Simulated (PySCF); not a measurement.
All values below come from B3LYP-D3(BJ)/def2-TZVP // r2SCAN-D4/def2-SVP run with PySCF. All species are isolated molecules in the gas phase. One relaxed conformer stands for a flexible species; it need not be the lowest. B3LYP has the VWN-RPA correlation part, as in Gaussian. 

Reference species: [Nb(NH2)5] (neutral, multiplicity 1).

```
Property                                                        Result
------------------------------------------------------------  --------
mean distance from the central atom to its bonded neighbours   2.012 Å
HOMO–LUMO gap                                                  5.04 eV
LUMO                                                          -1.16 eV
```

Changed species: [Nb(Cl)2(NH2)3] (3 of 5 Cl replaced by NH2; the reference has 5 of 5 Cl replaced by NH2).

What does the change do to the mean distance from the central atom to its bonded neighbours, HOMO–LUMO gap and LUMO?

the mean distance from the central atom to its bonded neighbours increases by 0.120 Å, to 2.132 Å; the HOMO–LUMO gap falls by 0.87 eV, to 4.17 eV; the LUMO drops by 1.97 eV, to -3.13 eV.
